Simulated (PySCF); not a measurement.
Simulation results for CH4BFSi, BFH5NSi, B2ClFH, B2ClFH3 and others

Computed with PySCF 2.14.0. Calculation on a computer-drawn molecule: the log of a Hartree-Fock and frozen-core CCSD(T) single point meant for a local Hartree-Fock minimum, with one planted fault or none, to be diagnosed. Offsets are logged minus clean, where the clean run is the same molecule without the fault. The reference is restricted for singlets and unrestricted otherwise, and also for a bond in bohr or an excited solution. Adding or removing an electron swaps singlet and doublet. The excited solution moves the top pair (singlet) or top alpha electron (doublet) to the lowest empty orbital. Highest occupied and lowest empty are orbital energies over both spins, largest force is the largest gradient component, triples share is (T) over the correlation energy, the T1 limit is 0.02 restricted and 0.045 unrestricted, electrons count all cores, a negative frequency is imaginary (commonest isotopes), and the dipole is about the centre of nuclear charge.

Common to all runs: meant multiplicity 1; logged SCF converged yes; possible faults no fault, one electron removed, one electron added, multiplicity raised by two, geometry at a saddle point, SCF held on an excited solution, minimal basis STO-3G, one bond length entered in bohr, all coordinates scaled.

(1) CH4BFSi

Logged structure:
```xyz
8
CH4BFSi
F     -0.5513    -2.5719     1.0093
B     -0.4390    -1.3675     0.4381
C     -0.2998     1.0268     2.1292
Si     1.4994     1.5619     2.5372
H     -0.3536    -1.3478    -0.7578
H     -0.8817     0.9617     3.0508
H     -0.6351     1.9048     1.5512
H      2.0662     1.3144     1.1478
```

| Item | Value |
| --- | --- |
| meant charge | 0 |
| meant basis | cc-pV(D+d)Z |
| logged electrons | 38 |
| logged basis functions | 85 |
| logged spin squared | 1.2176 |
| logged highest occupied | -9.1234 eV |
| logged lowest empty | 1.0362 eV |
| logged largest force | 0.030856 hartree/bohr |
| logged T1 diagnostic | 0.050065 |
| logged D1 diagnostic | 0.17799 |
| logged triples share | 0.029743 |
| logged CC converged | yes |
| logged dipole magnitude | 1.0441 debye |
| logged SCF stable within its kind | yes |
| logged energy HF | -453.12743 hartree |
| logged energy CCSD(T) | -453.65549 hartree |
| planted fault | one bond length entered in bohr, row 2 of the drawn bonds |
| HF energy offset from clean run | 85.5 kcal/mol |
| CCSD(T) energy offset from clean run | 100.4 kcal/mol |

Drawn bonds:
```
atom  other atom  order
   1           2      1
   2           3      1
   3           4      1
   2           5      1
   3           6      1
   3           7      1
   4           8      1
```

Notes: T1 above single-reference limit.

(2) CH4BFSi

Logged structure:
```xyz
8
CH4BFSi
F     -0.5513    -2.5719     1.0093
B     -0.4390    -1.3675     0.4381
C     -0.3654    -0.1005     1.3330
Si     1.4338     0.4346     1.7411
H     -0.3536    -1.3478    -0.7578
H     -0.9473    -0.1655     2.2546
H     -0.7006     0.7776     0.7550
H      2.0006     0.1872     0.3516
```

| Quantity | Value |
| --- | --- |
| meant charge | 0 |
| meant basis | cc-pV(D+d)Z |
| logged electrons | 38 |
| logged basis functions | 85 |
| logged spin squared | 0 |
| logged highest occupied | -5.9912 eV |
| logged lowest empty | -2.4166 eV |
| logged largest force | 0.0601 hartree/bohr |
| logged dipole magnitude | 2.0728 debye |
| logged SCF stable within its kind | no |
| logged energy HF | -453.04468 hartree |
| planted fault | SCF held on an excited solution |
| HF energy offset from clean run | 137.4 kcal/mol |

Drawn bonds:
```
atom  other atom  order
   1           2      1
   2           3      1
   3           4      1
   2           5      1
   3           6      1
   3           7      1
   4           8      1
```

Notes: coupled-cluster numbers left out as unreliable.

(3) BFH5NSi

Logged structure:
```xyz
9
BFH5NSi
F      0.7879    -2.2187     2.2494
B      1.0442    -3.0147     1.1980
N     -0.9680    -3.6781    -0.3884
Si    -2.6430    -3.1870    -0.2248
H      2.1684    -3.3871     1.0266
H     -0.7397    -4.2729    -1.1618
H     -3.2179    -3.6582     1.0512
H     -2.7804    -1.7186    -0.2987
H     -3.3687    -3.8092    -1.3535
```

| Property | Result |
| --- | --- |
| meant charge | 0 |
| meant basis | cc-pV(D+d)Z |
| logged electrons | 40 |
| logged basis functions | 90 |
| logged spin squared | 0.9147 |
| logged highest occupied | -8.4318 eV |
| logged lowest empty | 1.8811 eV |
| logged largest force | 0.029138 hartree/bohr |
| logged dipole magnitude | 1.8474 debye |
| logged SCF stable within its kind | yes |
| logged energy HF | -470.34405 hartree |
| planted fault | one bond length entered in bohr, row 2 of the drawn bonds |
| HF energy offset from clean run | 130.3 kcal/mol |

Drawn bonds:
```
atom  other atom  order
   1           2      1
   2           3      1
   3           4      1
   2           5      1
   3           6      1
   4           7      1
   4           8      1
   4           9      1
```

Notes: coupled-cluster numbers left out as unreliable.

(4) B2ClFH

Logged structure:
```xyz
5
B2ClFH
F     -2.7201     1.0237    -1.9774
B     -2.6747    -0.2680    -1.9502
B     -1.7712    -0.9922    -3.2932
Cl    -0.9581    -1.6843    -4.4989
H     -3.1705    -0.9632    -1.1308
```

| Quantity | Value |
| --- | --- |
| meant charge | 1 |
| meant basis | cc-pV(D+d)Z |
| logged electrons | 36 |
| logged basis functions | 70 |
| logged spin squared | 2.0236 |
| logged highest occupied | -15.288 eV |
| logged lowest empty | -9.4868 eV |
| logged largest force | 0.062463 hartree/bohr |
| logged T1 diagnostic | 0.032972 |
| logged D1 diagnostic | 0.1547 |
| logged triples share | 0.03158 |
| logged CC converged | yes |
| logged dipole magnitude | 3.219 debye |
| logged SCF stable within its kind | yes |
| logged energy HF | -608.5028 hartree |
| logged energy CCSD(T) | -609.00549 hartree |
| planted fault | multiplicity raised by two |
| HF energy offset from clean run | 97.32 kcal/mol |
| CCSD(T) energy offset from clean run | 98.08 kcal/mol |

Drawn bonds:
```
atom  other atom  order
   1           2      1
   2           3      1
   3           4      1
   2           5      1
```

(5) B2ClFH3

Logged structure:
```xyz
7
B2ClFH3
F     -1.2637    -0.1242    -1.4022
B     -1.2239     0.2755    -0.0859
B     -1.2914     1.9385     0.3051
Cl    -1.2147     2.1480     2.3202
H     -1.1396    -0.6887     0.6533
H     -0.3284     2.5574    -0.1296
H     -2.3450     2.4566    -0.0424
```

| Property | Result |
| --- | --- |
| meant charge | -1 |
| meant basis | aug-cc-pV(D+d)Z |
| logged electrons | 40 |
| logged basis functions | 128 |
| logged spin squared | 2.0121 |
| logged highest occupied | -1.3487 eV |
| logged lowest empty | 3.8267 eV |
| logged largest force | 0.094378 hartree/bohr |
| logged T1 diagnostic | 0.024742 |
| logged D1 diagnostic | 0.13335 |
| logged triples share | 0.030594 |
| logged CC converged | yes |
| logged dipole magnitude | 0.99971 debye |
| logged SCF stable within its kind | yes |
| logged energy HF | -610.03575 hartree |
| logged energy CCSD(T) | -610.64311 hartree |
| planted fault | multiplicity raised by two |
| HF energy offset from clean run | 89.55 kcal/mol |
| CCSD(T) energy offset from clean run | 92.75 kcal/mol |

Drawn bonds:
```
atom  other atom  order
   1           2      1
   2           3      1
   3           4      1
   2           5      1
   3           6      1
   3           7      1
```

(6) B2ClFH3

Structure as in entry 5.

| Property | Result |
| --- | --- |
| meant charge | -1 |
| meant basis | aug-cc-pV(D+d)Z |
| logged electrons | 39 |
| logged basis functions | 128 |
| logged spin squared | 0.7632 |
| logged highest occupied | -11.476 eV |
| logged lowest empty | -2.7277 eV |
| logged largest force | 0.1051 hartree/bohr |
| logged T1 diagnostic | 0.040779 |
| logged D1 diagnostic | 0.25969 |
| logged triples share | 0.033796 |
| logged CC converged | yes |
| logged dipole magnitude | 2.4626 debye |
| logged SCF stable within its kind | yes |
| logged energy HF | -610.02899 hartree |
| logged energy CCSD(T) | -610.63089 hartree |
| planted fault | one electron removed |
| HF energy offset from clean run | 93.8 kcal/mol |
| CCSD(T) energy offset from clean run | 100.4 kcal/mol |

Drawn bonds:
```
atom  other atom  order
   1           2      1
   2           3      1
   3           4      1
   2           5      1
   3           6      1
   3           7      1
```

(7) CH3AlBF

Logged structure:
```xyz
7
CH3AlBF
F     -0.0613    -1.7047     0.4114
B     -1.1534    -1.4159    -0.0929
C     -1.8588    -0.2790     0.3545
Al    -2.9162    -0.4924     1.8833
H     -1.5380    -2.1333    -0.8432
H     -1.2431     0.4663     0.6578
H     -2.5093     0.0782    -0.3318
```

| Property | Result |
| --- | --- |
| meant charge | 0 |
| meant basis | cc-pV(D+d)Z |
| logged electrons | 36 |
| logged basis functions | 80 |
| logged spin squared | 0 |
| logged highest occupied | -7.786 eV |
| logged lowest empty | 1.166 eV |
| logged largest force | 0.11507 hartree/bohr |
| logged T1 diagnostic | 0.013317 |
| logged D1 diagnostic | 0.040365 |
| logged triples share | 0.023283 |
| logged CC converged | yes |
| logged dipole magnitude | 1.4634 debye |
| logged SCF stable within its kind | yes |
| logged energy HF | -405.65764 hartree |
| logged energy CCSD(T) | -406.15803 hartree |

Drawn bonds:
```
atom  other atom  order
   1           2      1
   2           3      1
   3           4      1
   2           5      1
   3           6      1
   3           7      1
```

(8) AlBFH3O

Logged structure:
```xyz
7
AlBFH3O
F     -0.3339     2.9617     2.2111
B     -1.2973     3.1161     1.2949
O     -1.7998     2.0469     0.6886
Al    -2.2618     0.5375     0.0730
H     -1.6650     4.2307     1.0631
H     -3.4365    -0.2131     0.7927
H     -1.5079     0.0080    -1.1968
```

| Item | Value |
| --- | --- |
| meant charge | 0 |
| meant basis | cc-pV(D+d)Z |
| logged electrons | 38 |
| logged basis functions | 80 |
| logged spin squared | 0 |
| logged highest occupied | -4.4548 eV |
| logged lowest empty | -7.7048 eV |
| logged largest force | 0.038766 hartree/bohr |
| logged CC converged | no |
| logged dipole magnitude | 2.1265 debye |
| logged SCF stable within its kind | no |
| logged energy HF | -442.20527 hartree |

Drawn bonds:
```
atom  other atom  order
   1           2      1
   2           3      1
   3           4      1
   2           5      1
   4           6      1
   4           7      1
```

Notes: CCSD not converged.

Q: Which fault was planted in the run of CH3AlBF (entry 7)?
A: all coordinates scaled, by -8.0 %

Q: Give the missing planted fault for AlBFH3O (entry 8).
A: SCF held on an excited solution

Further results for CH3AlBF (entry 7):

| Item | Value |
| --- | --- |
| HF energy offset from clean run | 29.13 kcal/mol |
| CCSD(T) energy offset from clean run | 33.84 kcal/mol |

Further results for AlBFH3O (entry 8):

| Quantity | Value |
| --- | --- |
| HF energy offset from clean run | 385.8 kcal/mol |
